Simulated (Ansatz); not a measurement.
Reaction (ligand exchange at the Si–C bond): `C=CC[SiH](F)Cl` + `[SH][GeH3]` → `F[SiH](Cl)[S][GeH3]` + `C=CC`

Program: Ansatz. Geometries: PBE0-D4/def2-TZVP. ΔE: electronic, gas phase. CBS: MP2 limit from def2 TZ/QZ plus the TZ coupled-cluster correction, frozen cores. DFT in def2-TZVPP. B3LYP here is the variant with VWN-RPA as its local correlation; programs differ in this. For Ge outer-core shells are correlated without core-valence functions, which leaves a few kJ/mol of doubt a bond. Scalar relativity is left out up to krypton. Each species was taken in one conformer, which may not be the lowest.

```json
{"level": "PBE-D4", "ΔE (kcal/mol)": "-15.4"}
{"level": "PBE0-D4", "ΔE (kcal/mol)": "-15.4"}
{"level": "B3LYP-D4", "ΔE (kcal/mol)": "-14.9"}
{"level": "PBE", "ΔE (kcal/mol)": "-14.9"}
{"level": "r2SCAN", "ΔE (kcal/mol)": "-15.5"}
{"level": "B3LYP", "ΔE (kcal/mol)": "-14.0"}
{"level": "SCS-MP2/def2-TZVPP", "ΔE (kcal/mol)": "-14.8"}
{"level": "HF/CBS(def2)", "ΔE (kcal/mol)": "-14.0"}
```

(1) What does CCSD(T)/CBS give? (Best estimate.)

Largest T1 diagnostic among the species: 0.011.

Answers

(1) The calculation gave: -15.4 kcal/mol. The listed levels differ from it by 0.0, 0.0, 0.5, 0.5, -0.1, 1.4, 0.6, 1.4 kcal/mol.

The D4 term adds −0.9 kcal/mol with B3LYP and −0.4 kcal/mol with PBE0; it sums over pairs of atoms, weighted by their polarisabilities, and B3LYP, whose exchange is more repulsive, gets the larger term.
